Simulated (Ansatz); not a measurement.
The pair A = CH4 (SMILES C) (first 5 atoms), B = ClH3Si (SMILES [SiH3]Cl); geometry from B3LYP-D3(BJ)/def2-TZVP.
(charge 0, multiplicity 1):
```xyz
10

C      0.0018    -0.0905     0.2082
H      0.3848    -0.0369    -0.8099
H     -0.3341    -1.1057     0.4154
H      0.7904     0.1814     0.9080
H     -0.8348     0.5988     0.3161
Si    -0.9130    -0.0116     3.9007
Cl     1.1043     0.4224     4.0245
H     -1.5732     1.0473     3.1144
H     -1.4600    -0.0530     5.2710
H     -1.0716    -1.3221     3.2429
```

Correlated levels freeze the cores. MP2 and its Hartree–Fock in aug-cc-pV(T+d)Z are density fitted.

Codes used: Ansatz (a program for electronic structure). Each number belongs to the level named beside it.

The counterpoise-corrected interaction energy is E(AB) − E(A in the pair's basis) − E(B in the pair's basis). Total energies (hartree):

| level | AB | A in the pair's basis | B in the pair's basis |
|---|---|---|---|
| HF/aug-cc-pV(D+d)Z | -790.4343025 | -40.1998364 | -750.2357068 |
| MP2/aug-cc-pV(D+d)Z | -790.8658097 | -40.3680570 | -750.4965380 |
| HF/aug-cc-pV(T+d)Z | -790.4755659 | -40.2135977 | -750.2632197 |
| MP2/aug-cc-pV(T+d)Z | -791.0060908 | -40.4145265 | -750.5899989 |
| CCSD(T)/aug-cc-pV(D+d)Z | -790.9383480 | -40.3958918 | -750.5412538 |

Problem. Work out the counterpoise-corrected interaction energy at the basis-set limit: extrapolate the MP2 correlation part as X⁻³, take Hartree–Fock from the larger set, and add the CCSD(T) − MP2 difference of aug-cc-pV(D+d)Z.

Solution. 
1. Differences (1 hartree = 627.509 kcal/mol): HF/aug-cc-pV(D+d)Z 0.779; MP2/aug-cc-pV(D+d)Z -0.762; HF/aug-cc-pV(T+d)Z 0.785; MP2/aug-cc-pV(T+d)Z -0.982; CCSD(T)/aug-cc-pV(D+d)Z -0.755.
2. Correlation parts, MP2 less HF: -1.541 in aug-cc-pV(D+d)Z (X = 2), -1.768 in aug-cc-pV(T+d)Z (X = 3).
3. Limit (3³·(-1.768) − 2³·(-1.541))/(3³ − 2³) = -1.863; with HF/aug-cc-pV(T+d)Z it gives -1.078.
4. CCSD(T) less MP2 in aug-cc-pV(D+d)Z: 0.008.
Result: -1.07 kcal/mol, against -0.76 at MP2/aug-cc-pV(D+d)Z. It is an estimate of this method's limit, not of the exact value.
